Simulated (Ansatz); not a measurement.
Name a neutral molecule of B, C, F, Si and H with HOMO–LUMO gap (PBE/def2-TZVPP) between 4.15 and 4.45 eV and zero-point energy (PBE0-D4/def2-TZVP) between 237 and 253 kJ/mol (Ansatz, PBE0-D4/def2-TZVP geometry).

`BC(C)(F)[SiH3]` (4.28 eV, 243.1 kJ/mol). Other molecules can fit too; these were computed, each in one conformer that needn't be the lowest.
